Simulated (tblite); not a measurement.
Task: What does the GFN2-xTB structure of `C[C@@H]1O[S@@](=O)O[C@@H]1OC(F)(F)F` look like in three dimensions?

Result: 
Z-matrix in Å and degrees, rows numbered from 1:
```
C 
C   1  1.5194
O   2  1.4023  1  111.68
S   3  1.6691  2  115.88  1  -133.61
O   4  1.4196  3  109.64  2  -117.35
O   4  1.7251  3   90.15  2    -8.69
C   6  1.3567  4  110.35  3    27.33
O   7  1.4457  2  107.32  1    31.98
C   8  1.3244  7  116.31  2   177.71
F   9  1.3409  8  113.86  7   -73.54
F   9  1.3296  8  108.87  7   167.85
F   9  1.3388  8  113.94  7    48.37
H   1  1.0862  2  108.93  3   -61.02
H   1  1.0856  2  109.74  3   179.20
H   1  1.0851  2  110.28  3    58.76
H   2  1.1006  1  110.11  3   120.22
H   7  1.0973  2  112.71  1   -87.45
```

The C–O distances run from 1.324 Å (O8–C9, drawn single) to 1.446 Å (C7–O8, drawn single), a spread of 0.122 Å. The O–S distances run from 1.420 Å (S4=O5, drawn double) to 1.725 Å (S4–O6, drawn single), a spread of 0.305 Å. The C–C distances run from 1.519 Å (C1–C2, drawn single) to 1.549 Å (C2–C7, drawn single), a spread of 0.030 Å. The 5-membered ring C2–O3–S4–O6–C7 has internal angles of 90.1° to 115.9° (sum 528°, against 540° for a flat polygon); it is puckered, 0.14 Å rms from its mean plane, widest ring torsion 36°.

The geometry is computed with GFN2-xTB (gas phase).

Point group: C1 (no symmetry element, even within 0.4 Å). Its GFN2-xTB frequencies are all real (lowest 18 cm⁻¹). The numbers are those of one conformer (O6–C7–O8–C9 61°, C1–C2–O3–S4 -134°, C2–O3–S4–O5 -117°, O3–S4–O6–C7 27°, S4–O6–C7–O8 81°). 3 starts were optimised and ended at 0.00, 0.00 and 0.39 kcal/mol (GFN2-xTB); the lowest of these is shown.
